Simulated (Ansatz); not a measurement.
`C[Se][SnH3]`. Charge 0, multiplicity 1. Sn: def2 effective core potential. The structure was optimised at the PBE0-D4/def2-TZVP level.

```xyz
9

C     0.583   -0.672   -1.457
Se    0.835   -1.216    0.408
Sn   -0.546    0.619    1.449
H    -0.468   -0.718   -1.733
H     0.980    0.328   -1.623
H     1.145   -1.386   -2.058
H     0.095    2.134    0.986
H    -0.466    0.408    3.136
H    -2.158    0.504    0.892
```

Question: What is the dipole moment at ωB97M-V/def2-TZVPP? (An estimate is asked.)

Answer: The calculation gave: 1.37 D, with components (-0.61, 0.94, -0.79) D in this frame, pointing from negative to positive charge.

Question: And with PBE, r2SCAN, B3LYP? (Best estimate.)

Answer: Ansatz gave: PBE 1.30 D, r2SCAN 1.41 D, B3LYP 1.32 D.

Question: Give the Mulliken charges with ωB97M-V, B3LYP, r2SCAN in def2-TZVPP. (An estimate is asked.)

Answer: Ansatz gave: 
| atom | ωB97M-V | B3LYP | r2SCAN |
| --- | --- | --- | --- |
| C1 | -0.44 | -0.38 | -0.25 |
| Se2 | -0.20 | -0.23 | -0.27 |
| Sn3 | 0.43 | 0.57 | 0.55 |
| H4 | 0.16 | 0.14 | 0.10 |
| H5 | 0.16 | 0.14 | 0.10 |
| H6 | 0.15 | 0.13 | 0.10 |
| H7 | -0.09 | -0.12 | -0.12 |
| H8 | -0.07 | -0.11 | -0.11 |
| H9 | -0.09 | -0.12 | -0.12 |

B3LYP here is the variant with VWN-RPA as its local correlation; programs differ in this.
